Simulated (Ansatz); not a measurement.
Computed with Ansatz on PBE0-D4/def2-TZVP structures; ΔE is electronic, products minus reactants. CCSD(T)/CBS adds triple-zeta CCSD(T) − MP2 to the extrapolated MP2 energy (def2 sets, frozen cores). This one scheme is used for every species. DFT in def2-TZVPP. HSE06 is defined as in plane-wave codes. One conformer a species, not always the lowest.

`CS[Si](F)(F)F` + H₂O → `O[Si](F)(F)F` + CH₃SH  (formal hydrolysis of the Si–S bond)

`CS[Si](F)(F)F`:

Cartesian coordinates in Å:
```
C 0.265 1.479 0.232
S -0.353 0.125 1.286
Si -0.281 -1.403 -0.123
F -1.180 -1.113 -1.386
F -0.778 -2.737 0.544
F 1.172 -1.641 -0.692
H 0.282 2.364 0.866
H -0.403 1.655 -0.609
H 1.275 1.271 -0.117
```

H₂O:

```xyz
3

O     0.377   -0.025   -0.093
H    -0.203   -0.736    0.188
H    -0.174    0.760   -0.095
```

`O[Si](F)(F)F`:

Cartesian coordinates in Å:
```
O 0.270 0.734 -1.006
Si -0.162 -0.067 0.315
F 1.071 -0.455 1.211
F -0.921 -1.404 -0.015
F -1.113 0.861 1.142
H 0.856 0.331 -1.647
```

CH₃SH:

```xyz
6

C    -0.103    0.388    0.283
S    -0.229   -0.641   -1.196
H    -0.442   -0.144    1.171
H    -0.761    1.241    0.117
H     0.912    0.756    0.429
H     0.623   -1.600   -0.804
```

Q: Is it downhill or uphill in electronic energy at CCSD(T)/CBS, and by how much? (Estimate.)

A: The calculation gave: Downhill: ΔE = -13.0 kcal/mol.

Q: What do these levels give: HSE06-D4, ωB97M-V, PBE-QIDH, BLYP, HF/def2-TZVPP, MP2/CBS(def2)? (Estimate.)

A: The calculation gave: HSE06-D4 -11.2, ωB97M-V -13.2, PBE-QIDH -13.5, BLYP -14.3, HF/def2-TZVPP -19.7, MP2/CBS(def2) -12.2 kcal/mol.

Largest T1 diagnostic among the species: 0.011.

The D4 term adds +2.3 kcal/mol with B3LYP and +1.3 kcal/mol with PBE0; it sums over pairs of atoms, weighted by their polarisabilities, and B3LYP, whose exchange is more repulsive, gets the larger term. From BLYP to BHLYP (50 % exact exchange), in def2-TZVPP and without D4, ΔE moves by −2.7 kcal/mol. In def2-TZVPP, CCSD(T) changes the Hartree–Fock value by +5.3 kcal/mol (the triples alone add +1.1 kcal/mol) and MP2 by +6.1 kcal/mol.

B3LYP here is the variant with VWN-RPA as its local correlation; programs differ in this.
